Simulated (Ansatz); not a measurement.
Basis sets compared for Zn(SiH3)2 (ZnSi₂H₆). Total charge 0; singlet. Geometry PBE-D4/def2-SVP. Ansatz on 4 threads of Arm Neoverse V2 on a shared host; times are rough, and most runs start from earlier orbitals.

```tsv
atom	x (Å)	y (Å)	z (Å)
Zn1	-0.002	0.001	-0.015
Si2	2.326	-0.403	-0.372
H3	2.646	-1.878	-0.441
H4	3.176	0.171	0.738
H5	2.828	0.208	-1.659
Si6	-2.327	0.403	0.366
H7	-3.190	-0.057	-0.786
H8	-2.627	1.870	0.572
H9	-2.831	-0.316	1.596
```

Binding counts from free atoms (Zn singlet, Si triplet, H doublet) in the same basis, without a counterpoise term.

| level | functions | energy (Eh) | HOMO (eV) | LUMO (eV) | binding per atom (eV) | wall time |
| --- | --- | --- | --- | --- | --- | --- |
| PBE-D4/def2-SVP | 97 | -2360.9441 | -5.89 | -1.55 | 2.57 | 0.65 s |
| PBE-D4/def2-TZVP | 158 | -2361.4153 | -5.97 | -2.20 | 2.55 | 1.1 s |
| r2SCAN-D4/def2-TZVP | 158 | -2361.9171 | -6.19 | -2.02 | 2.60 | 2 s |
| PBE0-D4/def2-SVP | 97 | -2361.0366 | -6.89 | -0.75 | 2.57 | 0.85 s |
| PBE0-D4/def2-TZVP | 158 | -2361.4949 | -6.91 | -1.48 | 2.56 | 1.4 s |

**Question.** Estimate the rows for PBE-D4/def2-TZVPD, r2SCAN-D4/def2-TZVPD, PBE0-D4/def2-TZVPD.

**Answer.** 
| level | functions | energy (Eh) | HOMO (eV) | LUMO (eV) | binding per atom (eV) | wall time |
| --- | --- | --- | --- | --- | --- | --- |
| PBE-D4/def2-TZVPD | 191 | -2361.4162 | -5.99 | -2.22 | 2.55 | 1.6 s |
| r2SCAN-D4/def2-TZVPD | 191 | -2361.9178 | -6.19 | -2.03 | 2.60 | 3 s |
| PBE0-D4/def2-TZVPD | 191 | -2361.4955 | -6.92 | -1.50 | 2.56 | 1.9 s |
